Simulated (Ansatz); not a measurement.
Basis-set extrapolation for CH$_{9}$NOSi$_{2}$, SMILES `CO[SiH](N)[SiH3]` (PBE0-D4/def2-TZVP geometry, frozen core, the Gaussian-basis code of Ansatz). Multiplicity 1, RHF reference.

|  | def2-TZVPP | def2-QZVPP |
| --- | --- | --- |
| HF | -750.444405 | -750.471334 |
| MP2 correlation | -0.878446 | -0.943336 |
| CCSD(T) correlation | -0.970664 | not run |

Energies in hartree. Use E(X) = E(∞) + A·exp(−7.88·√X) for Hartree–Fock and E(X) = E(∞) + B·X^(−2.97) for correlation, with X = 3 and 4, and add CCSD(T) minus MP2 of the smaller set to the MP2 limit.

Problem. What is the CCSD(T) energy at the basis-set limit?

Solution. HF limit: -750.471334 + (-0.026929) × 0.13774 = -750.47504. MP2 limit: -0.943336 + (-0.064890) × 0.74074 = -0.99140. Higher-order term: -0.970664 − (-0.878446) = -0.09222. Total: -751.55866 hartree, 377.0 kJ/mol below CCSD(T)/def2-TZVPP.
